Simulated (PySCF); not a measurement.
Here is a computed PBE0-D3(BJ)/def2-SVP geometry (Å):
```
C 
C   1  1.3318
C   2  1.5036  1  124.82
C   3  1.4986  2  112.50  1  -120.81
C   4  1.3791  3  127.93  2   104.68
C   5  1.4132  4  112.78  3  -177.54
C   6  1.3827  5  113.43  4     0.37
B   7  1.5303  6  127.85  5   179.42
F   8  1.3219  7  120.93  6     2.02
F   8  1.3221  7  121.85  6  -177.79
S   4  1.7193  3  121.14  2   -72.35
H   1  1.0949  2  121.60  3    -0.14
H   1  1.0928  2  121.29  3   179.86
H   2  1.0972  1  119.50  3  -179.18
H   3  1.1002  2  110.05  1     0.40
H   3  1.1046  2  109.39  1   117.47
H   5  1.0910  4  122.72  3     2.33
H   6  1.0914  5  124.31  4  -179.81
```
Z-matrix in Å and degrees, rows numbered from 1.

Charge 0, singlet.

Which heavy atoms are bonded, and with what formal order?

C1–C2 (double); C2–C3 (single); C3–C4 (single); C4–C5 (aromatic); C5–C6 (aromatic); C6–C7 (aromatic); C7–B8 (single); B8–F9 (single); B8–F10 (single); C7–S11 (aromatic); C4–S11 (aromatic). Hydrogens: H12, H13 on C1; H14 on C2; H15, H16 on C3; H17 on C5; H18 on C6. The orders are those of one drawing; other resonance forms can be drawn.

Which species is it?

`C=CCc1ccc(B(F)F)s1`, C7H7BF2S. Among its features: C=C double bond, aromatic ring with sulfur and three-coordinate boron.

Name the point group.

C1 (no symmetry element, even within 0.4 Å).

Which rings does it hold (smallest set)?

C4–C5–C6–C7–S11 (5 members, 0.00 Å rms from planarity).

Describe the place of each heavy atom.

C1: terminal =CH2 carbon; C2: alkene CH carbon; C3: benzylic-type carbon; C4: substituted aromatic carbon; C5: aromatic CH carbon; C6: aromatic CH carbon; C7: substituted aromatic carbon; B8: three-coordinate boron; F9/F10: boron-bound fluorine; S11: thiophene-type sulfur.

What is the arrangement about B8?

It has 3 neighbours (C7, F9, F10) and is planar (angles 121.8°, 120.9° and 117.2°, sum 360.0°, 0.00 Å off the plane of its three neighbours).

What is the arrangement about C2?

It has 3 neighbours (C1, C3, H14) and is planar (angles 124.8°, 119.5° and 115.7°, sum 360.0°, 0.01 Å off the plane of its three neighbours).
